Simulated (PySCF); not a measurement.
Isomers of C9H11N, one GFN2-xTB conformer each. Single-point energies are computed at PBE0/pcSseg-1 (PySCF, gas phase, no added dispersion term), electronic only.

```json
{"SMILES": "C#C[C@H](C)c1cccn1C", "GFN2-xTB relative energy (kJ/mol)": "86.2"}
{"SMILES": "c1ccc(NC2CC2)cc1", "GFN2-xTB relative energy (kJ/mol)": "5.3"}
{"SMILES": "C/C=C\\Cc1ccncc1", "GFN2-xTB relative energy (kJ/mol)": "16.1"}
{"SMILES": "C(=C1CCC1)n1cccc1", "GFN2-xTB relative energy (kJ/mol)": "0.0"}
{"SMILES": "C=Cc1cccc(NC)c1", "GFN2-xTB relative energy (kJ/mol)": "18.3"}
```

Conformers: `[CH:1]#[C:2][C@H:3]([CH3:4])[c:5]1[cH:6][cH:7][cH:8][n:9]1[CH3:10]` with C2–C3–C5–C6 109°; `[cH:1]1[cH:2][cH:3][c:4]([NH:5][CH:6]2[CH2:7][CH2:8]2)[cH:9][cH:10]1` with C3–C4–N5–C6 168°, C4–N5–C6–C7 -144°; `[CH3:1]/[CH:2]=[CH:3]\[CH2:4][c:5]1[cH:6][cH:7][n:8][cH:9][cH:10]1` with C2–C3–C4–C5 114°, C3–C4–C5–C6 -82°; `[CH:1](=[C:2]1[CH2:3][CH2:4][CH2:5]1)[n:6]1[cH:7][cH:8][cH:9][cH:10]1` with C2–C1–N6–C7 0°; `[CH2:1]=[CH:2][c:3]1[cH:4][cH:5][cH:6][c:7]([NH:8][CH3:9])[cH:10]1` with C1–C2–C3–C4 15°, C6–C7–N8–C9 -164°.

What does PBE0/pcSseg-1 give for the same structures?

```json
{"SMILES": "C=Cc1cccc(NC)c1", "PBE0/pcSseg-1 E (Eh)": "-403.77275", "PBE0/pcSseg-1 (kJ/mol)": "0.0", "GFN2-xTB (kJ/mol)": "18.3", "point group": "C1"}
{"SMILES": "C/C=C\\Cc1ccncc1", "PBE0/pcSseg-1 E (Eh)": "-403.77068", "PBE0/pcSseg-1 (kJ/mol)": "5.4", "GFN2-xTB (kJ/mol)": "16.1", "point group": "C1"}
{"SMILES": "c1ccc(NC2CC2)cc1", "PBE0/pcSseg-1 E (Eh)": "-403.76534", "PBE0/pcSseg-1 (kJ/mol)": "19.5", "GFN2-xTB (kJ/mol)": "5.3", "point group": "C1"}
{"SMILES": "C(=C1CCC1)n1cccc1", "PBE0/pcSseg-1 E (Eh)": "-403.73751", "PBE0/pcSseg-1 (kJ/mol)": "92.5", "GFN2-xTB (kJ/mol)": "0.0", "point group": "Cs"}
{"SMILES": "C#C[C@H](C)c1cccn1C", "PBE0/pcSseg-1 E (Eh)": "-403.71241", "PBE0/pcSseg-1 (kJ/mol)": "158.4", "GFN2-xTB (kJ/mol)": "86.2", "point group": "C1"}
```

GFN2-xTB puts C(=C1CCC1)n1cccc1 lowest instead; measured from each level's own lowest isomer, the values differ by up to 92.5 kJ/mol (C(=C1CCC1)n1cccc1: 0.0 against 92.5). As drawn, the lowest has an N–H bond and a C=C bond outside aromatic rings, which the highest lacks; the highest has a C≡C bond, which the lowest lacks. Neighbours under 10 kJ/mol apart (C=Cc1cccc(NC)c1 and C/C=C\Cc1ccncc1) can change places with a better method, another conformer or zero-point energy.

Which frontier levels, dipoles and rotational constants go with these structures?

```tsv
SMILES	HOMO (eV, PBE0/pcSseg-1)	LUMO (eV)	dipole (D)	A, B, C (MHz)
C=Cc1cccc(NC)c1	-5.68	-0.79	2.09	2456, 901.9, 665.3
C/C=C\Cc1ccncc1	-7.15	-0.69	2.83	3283, 730.7, 646.7
c1ccc(NC2CC2)cc1	-5.66	0.09	1.90	3799, 769.2, 678.0
C(=C1CCC1)n1cccc1	-6.08	-0.18	1.84	4463, 720.8, 627.9
C#C[C@H](C)c1cccn1C	-5.91	0.89	1.90	2047, 1147, 878.1
```

As an exercise, what shares would exp(−E/RT) give at 298.15 K from these electronic energies alone (no entropy, no degeneracies)?

RT = 2.479 kJ/mol: C=Cc1cccc(NC)c1 90.0 %, C/C=C\Cc1ccncc1 10.0 %, c1ccc(NC2CC2)cc1 under 0.1 %, C(=C1CCC1)n1cccc1 under 0.1 %, C#C[C@H](C)c1cccn1C under 0.1 %.
